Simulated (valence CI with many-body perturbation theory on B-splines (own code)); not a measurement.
Basis-set convergence for I²²⁺

Computed by configuration interaction combined with many-body perturbation theory (CI+MBPT): three valence electrons over a frozen Dirac-Fock core [Ar] 3d10, radial functions for each j: 9 s, 9 p, 8 d, 6 f, 3 g, 1 h, with the one-electron correlation potential Σ1, the two-electron term Σ2, the three-electron term Σ3, Breit, model QED; selected CI, second order for the rest, scaled by the run's own slope (own B-spline code, finite nucleus).

No measured spectrum was set against this ion. As an estimate, levels hold to about 250 cm⁻¹ or 0.2 % of their energy and the worst to 1 %, as in measured heavy ions of charge 2 to 7; those with d or f electrons hold less well.

The reference run has the lowest level (4s^2 4p1/2) J=1/2 and an ionisation energy of 684.928 eV. Its largest variational space holds 9530 state functions.

Levels are named by their leading jj configuration (3d3/2^4 stands for four electrons in 3d with j = 3/2), which in mixed levels can hold well under half, so a name can repeat and another be missing. Letters in brackets count levels of one name in rising energy.

Changed runs:
A. basis 6 s, 6 p, 5 d, 3 f, 1 g
B. basis 5 s, 5 p, 4 d, 2 f

Excitation energies of the reference run in cm⁻¹, and shifts in cm⁻¹:

```
                     Level  Reference       A       B
        (4s^2 4p3/2) J=3/2     125069     -13     -13
        (4s 4p1/2^2) J=1/2     381050     -84    -261
(4s 4p1/2 4p3/2) J=3/2 [a]     462442    -149    -480
    (4s 4p1/2 4p3/2) J=5/2     495419     -83    -231
(4s 4p1/2 4p3/2) J=3/2 [b]     551720     +39    +242
    (4s 4p1/2 4p3/2) J=1/2     583612    +112    +508
        (4s 4p3/2^2) J=5/2     615969     -52     -84
        (4s 4p3/2^2) J=1/2     708617    +146    +698
        (4s 4p3/2^2) J=3/2     716339    +100    +477
        (4s^2 4d3/2) J=3/2     836921    +197   +1020
        (4s^2 4d5/2) J=5/2     859102    +185    +993
     (4p1/2^2 4p3/2) J=3/2     959551     -23     -21
    Ionisation energy (eV)    684.928  -0.019  -0.064
```
